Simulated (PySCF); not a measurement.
Species: `C1N(CCC)N=CC1`. The columns A, B, C and D hold Mulliken, IAO, Hirshfeld and ESP-fitted charges (e) of one PBE0/pcSseg-1 density (PySCF), in a shuffled order. Coordinates in Å (GFN2-xTB); the density's dipole moment is (-0.12, -1.17, 1.69) D.

```tsv
atom	x	y	z	A	B	C	D
C1	3.146	0.054	-0.469	-0.419	-0.116	-0.294	-0.271
C2	1.720	-0.479	-0.496	-0.253	-0.071	+0.143	-0.287
C3	0.704	0.646	-0.298	-0.145	-0.026	-0.030	+0.046
N4	-0.645	0.167	-0.430	-0.116	-0.029	-0.046	-0.509
C5	-1.251	-0.615	0.655	-0.178	-0.024	+0.206	+0.040
C6	-2.755	-0.374	0.460	-0.301	-0.075	-0.288	-0.280
C7	-2.720	0.727	-0.574	-0.083	-0.017	+0.237	+0.030
N8	-1.550	0.991	-0.991	-0.171	-0.118	-0.485	-0.172
H9	3.296	0.783	-1.262	+0.138	+0.040	+0.071	+0.110
H10	3.355	0.538	0.483	+0.136	+0.038	+0.058	+0.107
H11	3.858	-0.756	-0.606	+0.144	+0.042	+0.080	+0.117
H12	1.523	-0.965	-1.452	+0.140	+0.036	-0.012	+0.121
H13	1.594	-1.223	0.293	+0.127	+0.034	-0.018	+0.116
H14	0.863	1.115	0.688	+0.104	+0.026	+0.044	+0.092
H15	0.840	1.410	-1.067	+0.156	+0.043	+0.094	+0.122
H16	-0.972	-1.665	0.554	+0.147	+0.042	-0.011	+0.131
H17	-0.895	-0.248	1.628	+0.121	+0.034	+0.011	+0.108
H18	-3.268	-0.065	1.372	+0.151	+0.046	+0.086	+0.141
H19	-3.263	-1.256	0.065	+0.148	+0.044	+0.098	+0.140
H20	-3.584	1.226	-0.966	+0.158	+0.052	+0.057	+0.097
```

Q: Which column most likely holds the ESP-fitted charges?

A: C. Σ q r misses the density's dipole by 0.03 D (C), 0.69 D (A), 1.16 D (B), 1.16 D (D). Charges fitted to the outside potential are the only set here that is tied to the molecule's multipoles.

Q: And the Hirshfeld charges?

A: B. The mean sizes are 0.048 e (B), 0.118 e (C), 0.152 e (D), 0.167 e (A), and Hirshfeld charges are commonly the smallest of these schemes.

As computed, A = IAO, B = Hirshfeld, C = ESP-fitted, D = Mulliken. Hydrogens on carbon: IAO +0.10 to +0.16, Hirshfeld +0.03 to +0.05, ESP-fitted -0.02 to +0.10, Mulliken +0.09 to +0.14 e.

The IAO scheme projects the occupied orbitals on a minimal set of polarised atomic orbitals and counts the electrons in each atom's part of it. The Hirshfeld scheme divides the density at each point in proportion to the densities of the neutral, spherically averaged free atoms.

Geometry: GFN2-xTB, one conformer, isolated molecule.
